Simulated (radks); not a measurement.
Spherical jellium clusters: N electrons in a uniform positive sphere of charge N and radius rs N^(1/3), rs = 4.71 bohr. Method: non-relativistic Kohn-Sham, LDA (Slater exchange, Perdew-Wang correlation), spin-polarised, spherical densities; computed with a radial shooting solver with Libxc functionals. Levels are named by radial order and angular momentum (1s, 1p, 1d, 2s, ...), and open shells are averaged over m.

N = 13, configuration 1s2 1p6 1d(up 5, down 0). This is the lowest configuration that the search found. Occupied and some empty levels:

| level | occupation | eigenvalue (eV) | <r> (bohr) |
|---|---|---|---|
| 1s up | 1 | -4.1879 | 7.149 |
| 1s down | 1 | -3.8632 | 6.766 |
| 1p up | 3 | -3.4996 | 8.350 |
| 1p down | 3 | -3.0949 | 8.282 |
| 1d up | 5 | -2.6065 | 9.289 |
| 1d down | 0 | -2.1876 | 9.403 |
| 2s up | 0 | -2.0980 | 7.942 |
| 2s down | 0 | -1.9037 | 8.208 |
| 1f up | 0 | -1.5712 | 10.22 |
| 1f down | 0 | -1.1792 | 10.51 |
| 2p up | 0 | -1.0652 | 10.34 |
| 2p down | 0 | -0.86864 | 10.73 |

Energy (eV): total -23.3959, kinetic 17.522, external -492.74, Hartree 244.18, exchange-correlation -41.500, background 249.15.
